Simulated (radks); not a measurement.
Results of a calculation; reference values are marked as such.
Valence configurations of Mo3+ (all share [Kr]). Level of theory: scalar-relativistic Kohn-Sham, PBEsol, spin-polarised, spherical densities, finite nucleus; open shells are filled with parallel spins first (spin-orbit coupling, left out, can overturn this in heavy ions); Fermi nuclear charge, rms radius 4.4091 fm (a radial shooting solver on a logarithmic mesh with Libxc functionals). Order these by energy: 4d1.5 5s0.5 5p1; 4d2.5 5p0.5; 4d2 5s1; 4d2 5s0.5 5p0.5; 4d1 5s2; 4d2.5 5s0.5; 4d2 5p1; 4d3; 4d0.5 5s2 5p0.5; 5s0.5 5p2.5.

Answer. From the lowest, in eV above it: 4d3 0.000; 4d2.5 5s0.5 3.507; 4d2.5 5p0.5 6.695; 4d2 5s1 7.304; 4d2 5s0.5 5p0.5 10.568; 4d2 5p1 13.823; 4d1 5s2 17.357; 4d1.5 5s0.5 5p1 18.074; 4d0.5 5s2 5p0.5 25.804; 5s0.5 5p2.5 43.515. NIST lists [Kr] 4d3 as the ground configuration; this level of theory agrees among the configurations tried. The energies are those of spherical high-spin densities, not of single terms.
